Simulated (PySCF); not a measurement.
A structure optimised at PBE-D3(BJ)/def2-SVP, used in a PySCF frequency run:

```xyz
4

B      0.0000     0.0000    -0.6340
F      0.0000     0.0000    -1.9569
Br     0.0000    -1.6715     0.2969
Br     0.0000     1.6715     0.2969
```
Charge 0, spin multiplicity 1.

Write its SMILES, formula and point group.

FB(Br)Br, BBr2F, C2v

What are its rotational constants (standard atomic weights)?

5.5461, 1.1319, 0.94004 GHz
